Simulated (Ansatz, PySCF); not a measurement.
Species: HSe (charge +1, triplet). SMILES: [SeH+]
Geometry from a B3LYP-D3(BJ)/def2-TZVP (Ansatz, an electronic-structure program) optimisation:
```
Se
H 1 1.4947
```
Charge +1, spin multiplicity 3.

Wanted: vertical ionisation energy to the doublet, in eV. Terms: non-relativistic; LANL2DZ with its own core potentials from Na on; UHF or UKS for open shells; valence correlation only (noble-gas shells and the d and f shells of earlier blocks); 6-31G* and kin with 6d, 5d where marked; no spin-orbit coupling; each state is the SCF solution reached for its charge and spin. First-principles rows: single points at B3LYP-D3(BJ) geometries (Ansatz).

| level | program | vertical ionisation energy to the doublet (eV) |
|---|---|---|
| HF/6-31G* | Ansatz | 20.11 |
| HF/6-31G* with LANL2DZ past Ar | Ansatz | 20.52 |
| PBE/6-31G* | Ansatz | 20.63 |
| B3LYP/STO-3G | Ansatz | 20.66 |
| B3LYP/3-21G | Ansatz | 20.51 |
| B3LYP/6-31G* | Ansatz | 20.64 |
| B3LYP/6-31G* with LANL2DZ past Ar | Ansatz | 20.93 |
| M06-2X/6-31G* with LANL2DZ past Ar (5d) | PySCF | 20.64 |
| MP2/6-31G* | Ansatz | 20.38 |
| B3LYP/def2-TZVPD | Ansatz | 20.61 |
| M06-2X/def2-TZVPD | PySCF | 20.56 |
| wB97X-V/def2-TZVPD | Ansatz | 20.46 |

No value to compare with is used here. The 9 habitual levels span 20.11 (HF/6-31G*) to 20.93 eV (B3LYP/6-31G* with LANL2DZ past Ar); B3LYP/def2-TZVPD gives 20.61.

The levels are drawn from those run, B3LYP/6-31G* more often than the rest, none by its result; left out are runs that failed, that the program found above a lower state of the same kind, or whose <S^2> lies over 0.5 above the pure value.
